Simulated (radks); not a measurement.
P+, 14 electrons, occupied as [Ne] 3s1.75 3p2 3d0.25 (fractional occupations, a model configuration). Method: scalar-relativistic Kohn-Sham, r2SCAN, spin-polarised, spherical densities, finite nucleus; open shells are filled with parallel spins first; meta-GGA in the generalised Kohn-Sham scheme; Fermi nuclear charge, rms radius 3.1889 fm; computed with a radial shooting solver on a logarithmic mesh with Libxc functionals.

Local quantities along the radius. ELF = 1/(1 + alpha^2) is the electron localisation function; alpha = (tau - tau_W)/tau_unif compares the Pauli kinetic energy density with that of the uniform gas (summed over spins); r v_xc is r times the local exchange-correlation potential of spin up (hartree bohr, multiplicative part alone); s = |grad rho|/(2 (3 pi^2)^(1/3) rho^(4/3)) is the reduced gradient; -r V(r) is the screened charge that the Kohn-Sham potential of spin up presents (atomic units). tau is taken from the large components.

| r (bohr) | ELF | alpha | r v_xc | s | -r V(r) |
|---|---|---|---|---|---|
| 0.00837 | 1.000 | 0.01127 | -0.1492 | 0.4211 | 14.70 |
| 0.009513 | 1.000 | 0.01178 | -0.1637 | 0.4237 | 14.65 |
| 0.01081 | 1.000 | 0.01240 | -0.1798 | 0.4272 | 14.60 |
| 0.01239 | 1.000 | 0.01321 | -0.1987 | 0.4321 | 14.54 |
| 0.01408 | 1.000 | 0.01414 | -0.2183 | 0.4378 | 14.47 |
| 0.016 | 1.000 | 0.01528 | -0.2398 | 0.4447 | 14.39 |
| 0.01833 | 1.000 | 0.01681 | -0.2647 | 0.4536 | 14.30 |
| 0.02083 | 1.000 | 0.01862 | -0.2901 | 0.4637 | 14.20 |
| 0.02368 | 1.000 | 0.02094 | -0.3173 | 0.4756 | 14.09 |
| 0.02713 | 0.999 | 0.02414 | -0.3482 | 0.4906 | 13.95 |
| 0.03083 | 0.999 | 0.02815 | -0.3788 | 0.5073 | 13.80 |
| 0.03533 | 0.999 | 0.03392 | -0.4128 | 0.5283 | 13.63 |
| 0.04015 | 0.998 | 0.04145 | -0.4458 | 0.5518 | 13.45 |
| 0.04563 | 0.997 | 0.05205 | -0.4793 | 0.5793 | 13.25 |
| 0.05228 | 0.995 | 0.06855 | -0.5152 | 0.6138 | 13.02 |
| 0.05942 | 0.992 | 0.09197 | -0.5493 | 0.6518 | 12.78 |
| 0.06753 | 0.984 | 0.1279 | -0.5840 | 0.6956 | 12.52 |
| 0.07737 | 0.965 | 0.1893 | -0.6227 | 0.7480 | 12.22 |
| 0.08794 | 0.925 | 0.2842 | -0.6584 | 0.8007 | 11.93 |
| 0.09995 | 0.838 | 0.4391 | -0.6742 | 0.8510 | 11.58 |
| 0.1145 | 0.667 | 0.7066 | -0.6094 | 0.8881 | 11.12 |
| 0.1301 | 0.460 | 1.083 | -0.4869 | 0.8852 | 10.59 |
| 0.1491 | 0.290 | 1.563 | -0.5051 | 0.8123 | 10.15 |
| 0.1695 | 0.220 | 1.882 | -0.5600 | 0.6706 | 9.744 |
| 0.1926 | 0.226 | 1.849 | -0.6494 | 0.4984 | 9.342 |
| 0.2207 | 0.315 | 1.474 | -0.6498 | 0.3552 | 8.787 |
| 0.2508 | 0.470 | 1.062 | -0.7892 | 0.2943 | 8.377 |
| 0.285 | 0.637 | 0.7554 | -0.8915 | 0.2988 | 7.912 |
| 0.3266 | 0.763 | 0.5575 | -0.9439 | 0.3476 | 7.356 |
| 0.3712 | 0.829 | 0.4548 | -0.9703 | 0.4171 | 6.819 |
| 0.4252 | 0.861 | 0.4026 | -1.005 | 0.5098 | 6.286 |
| 0.4833 | 0.866 | 0.3938 | -1.023 | 0.6169 | 5.812 |
| 0.5493 | 0.846 | 0.4270 | -1.017 | 0.7487 | 5.363 |
| 0.6293 | 0.774 | 0.5398 | -0.9647 | 0.9219 | 4.896 |
| 0.7153 | 0.603 | 0.8122 | -0.7028 | 1.110 | 4.289 |
| 0.8129 | 0.316 | 1.472 | -0.6526 | 1.266 | 3.925 |
| 0.9314 | 0.119 | 2.717 | -0.6118 | 1.226 | 3.572 |
| 1.059 | 0.090 | 3.188 | -0.6962 | 0.8773 | 3.370 |
| 1.203 | 0.181 | 2.125 | -0.6548 | 0.5050 | 3.046 |
| 1.378 | 0.499 | 1.002 | -0.9384 | 0.3942 | 3.037 |
| 1.567 | 0.758 | 0.5652 | -0.9882 | 0.4793 | 2.829 |
| 1.795 | 0.843 | 0.4319 | -1.011 | 0.6390 | 2.610 |
| 2.04 | 0.845 | 0.4286 | -1.030 | 0.8310 | 2.440 |
| 2.318 | 0.801 | 0.4979 | -1.005 | 1.071 | 2.271 |
| 2.656 | 0.693 | 0.6654 | -0.9243 | 1.404 | 2.082 |
| 3.019 | 0.507 | 0.9856 | -0.7196 | 1.829 | 1.812 |
| 3.431 | 0.264 | 1.671 | -0.4375 | 2.395 | 1.489 |
| 3.931 | 0.082 | 3.347 | -0.3734 | 3.144 | 1.401 |
| 4.468 | 0.023 | 6.510 | -0.3850 | 3.900 | 1.400 |
| 5.078 | 0.008 | 11.40 | -0.3380 | 4.592 | 1.346 |
| 5.818 | 0.003 | 17.36 | -0.2879 | 5.346 | 1.292 |
| 6.612 | 0.002 | 23.33 | -0.2461 | 6.476 | 1.248 |
| 7.575 | 0.001 | 32.73 | -0.2013 | 8.677 | 1.202 |
| 8.61 | 0.000 | 49.66 | -0.1571 | 12.34 | 1.157 |
| 9.785 | 0.000 | 85.18 | -0.1135 | 18.69 | 1.114 |
| 11.21 | 0.000 | 174.8 | -0.07244 | 31.12 | 1.073 |

On this mesh the ELF has minima near r = 0.17, 1.1 bohr, which separate the shells, and maxima near 0.48 (0.87), 2.0 (0.84).
